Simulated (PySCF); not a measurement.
Compound: C4H8FNSi2.
Geometry (GFN2-xTB, Å), atoms numbered from 1 in this order:
```xyz
16
C4H8FNSi2 angstrom
N     -0.4620    2.7946    2.7819
C     -0.2752    2.3054    1.7623
Si     0.0547    1.4876    0.1146
C     -1.3440    0.2073   -0.1822
C     -0.7602   -1.0043   -0.9185
C      0.5002   -1.5399   -0.2313
Si     1.7298   -0.1008    0.0329
F      2.5330   -0.3486    1.4153
H      0.0226    2.5919   -0.8549
H     -1.7568   -0.1219    0.7744
H     -2.1767    0.6170   -0.7543
H     -1.5148   -1.7933   -0.9793
H     -0.5120   -0.7164   -1.9444
H      0.9179   -2.3566   -0.8204
H      0.2278   -1.9633    0.7389
H      2.8081   -0.0499   -0.9463
```

NICS = −σ at a ghost point: NICS(0) at the centroid of the ring atoms, NICS(1) 1 Å to either side along the normal of their mean plane, zz for the tensor component along that normal. Level: GIAO PBE0/pcSseg-1 (PySCF, non-relativistic, gas phase) on the GFN2-xTB geometry, one conformer.

Ring bond lengths (Å), with Mayer bond orders in brackets: Si3–C4 1.919 (0.91), C4–C5 1.533 (1.03), C5–C6 1.532 (1.03), C6–Si7 1.911 (0.89), Si7–Si3 2.310 (0.90).

**Question.** Give the NICS values of each ring in ppm.

**Answer.** 
```tsv
ring	type	NICS(0)	NICS(1), two faces	NICS(1)zz, two faces	rms pucker (Å)	centre to ring atoms, mean (Å)
Si3–C4–C5–C6–Si7	5-membered ring with 2 Si; formal bonds all single	-3.4	-2.7 / -4.2	0.9 / -3.2	0.20	1.52
```

**Question.** What do they say, and how far can they be read as aromaticity?

**Answer.** 
- Si3–C4–C5–C6–Si7: mean NICS(1)zz -1.2 ppm, near zero. Si3, C4, C5, C6, Si7 have four or more neighbours, and the NICS criterion for π rings isn't applied. The two faces differ by 4.1 ppm, so no symmetry operation interchanges them.

**Question.** At the first NICS(1) probe listed for ring Si3–C4–C5–C6–Si7, 1 Å off the ring, how large is the induced field along the normal in 9.4 T applied along it?

**Answer.** NICSzz × B0 = 0.9 ppm × 9.4 T = 8 μT, along the applied field.

**Question.** How shielded are the nuclei of the rings and their hydrogens (means over atoms taken as equivalent)?

**Answer.** 
```
atoms                  environment  σ isotropic (ppm)  principal values of the symmetric part, first atom (ppm)
  Si3                  SiH silicon              428.6                                       395.2, 421.0, 469.6
   C4  sp3 carbon bound to silicon              169.0                                       154.8, 165.1, 187.0
   C5              ring CH2 carbon              164.7                                       148.4, 168.9, 176.8
   C6  sp3 carbon bound to silicon              164.4                                       146.6, 163.6, 182.9
  Si7       fluorine-bound silicon              316.1                                       247.8, 309.3, 391.1
   H9                Si–H hydrogen              27.61                                          24.0, 25.4, 33.5
  H10           methylene hydrogen              30.45                                          25.6, 29.0, 36.8
  H11           methylene hydrogen              29.96                                          24.5, 28.2, 37.3
  H12           methylene hydrogen              29.33                                          23.3, 27.8, 36.9
  H13           methylene hydrogen              30.90                                          25.8, 29.2, 37.7
  H14           methylene hydrogen              29.91                                          24.8, 27.8, 37.2
  H15           methylene hydrogen              30.60                                          26.7, 28.2, 36.8
  H16                Si–H hydrogen              25.96                                          22.6, 24.4, 30.8
```
